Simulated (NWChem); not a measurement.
Species: AlH2Br; SMILES [AlH2][Br]

All runs: NWChem. Pople sets run with spherical d functions. The geometry was optimised at PBE0/def2-SVP. Hybrids' shares of exact exchange are those that their runs print; pure functionals count as 0. The functionals differ in more than this share.

```csv
row,share of exact exchange,orbital gap (eV)
PBE/6-31G*,0.00,4.45
revPBE/6-31G*,0.00,4.51
TPSSh/6-31G*,0.10,withheld
B3LYP/6-31G*,0.20,6.00
PBE0/6-31G*,0.25,6.44
```

Fit a straight line of the last column on the one before it, predict the withheld value, and compare with the run.


1. Means of the 4 shown rows: x = 0.113, y = 5.350. Slope Σ(x − x̄)(y − ȳ)/Σ(x − x̄)² = 0.4025/0.05188 = 7.759; intercept 4.477.
2. The shown rows scatter about the line by 0.028 (root mean square); the largest residual is +0.03, at revPBE/6-31G*.
3. At x = 0.10 (TPSSh/6-31G*; inside the shown range) the line gives 5.25.
4. The run gives 5.55, +0.30 from the line, 10.6 times the scatter.
